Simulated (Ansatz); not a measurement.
Relaxation of C2H7BO (11 atoms, charge 0, multiplicity 1), to a largest force component of 0.02 eV/Å in at most 50 steps.

The calculation used Ansatz, RKS B3LYP-D4/def2-SVP.

```xyz
11
Properties=species:S:1:pos:R:3
C -0.046 1.246 -0.603
B -0.103 -0.268 -0.295
C 0.537 -0.801 1.029
O -0.637 -1.192 -1.237
H -1.147 0.253 -0.382
H -0.631 1.853 0.187
H 0.980 1.657 -0.667
H 0.513 -1.890 1.088
H 1.649 -0.511 1.099
H 0.065 -0.349 1.943
H -1.665 -1.271 -0.920
```

Q: Where does it end, and by what steps?

A: The run converged. After 13 steps the energy has fallen by 7.634 eV; H5 moved furthest, 1.34 Å. Parted: B2–H5. Joined: C1–H5.

```csv
step,energy less start (eV),largest force component (eV/Å),accepted
0,0.0000,4.095,yes
1,-2.0978,4.071,yes
2,-3.8848,3.834,yes
3,-5.2617,2.932,yes
4,-6.1948,1.672,yes
5,-6.6913,1.241,yes
6,-6.9726,1.075,yes
7,-7.2231,1.306,yes
8,-7.4945,1.601,yes
9,-7.6161,0.281,yes
10,-7.6292,0.212,yes
11,-7.6320,0.240,yes
12,-7.6342,0.045,yes
13,-7.6343,0.015,yes
```

```xyz
11
Properties=species:S:1:pos:R:3
C -0.327 1.081 -0.480
B -0.215 -0.439 -0.048
C 0.688 -0.892 1.163
O -0.902 -1.416 -0.704
H -1.115 1.294 -1.222
H -0.495 1.733 0.395
H 0.635 1.408 -0.915
H 0.865 -1.978 1.182
H 1.658 -0.368 1.181
H 0.181 -0.621 2.108
H -1.458 -1.076 -1.418
```

Whether the end is a true minimum wasn't checked by a vibrational analysis.

The run took 29 s on 2 threads of Arm Neoverse V1 (shared host), peak memory 0.17 GiB.
